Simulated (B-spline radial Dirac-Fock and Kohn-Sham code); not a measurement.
Method: Dirac-Fock ΔSCF + Breit + QED. Computed with a radial B-spline solver. Free neutral atoms.

Task: Order these X-ray lines by photon energy, lowest first.
A. Br Lβ1
B. Ga Lγ5
C. Bi Mζ2
D. Pm Mζ2
E. Se Lγ5
F. Cu Lβ3

Result: D (781.2 eV), F (1023.2 eV), B (1140.9 eV), E (1462.0 eV), A (1528.0 eV), C (1876.3 eV).
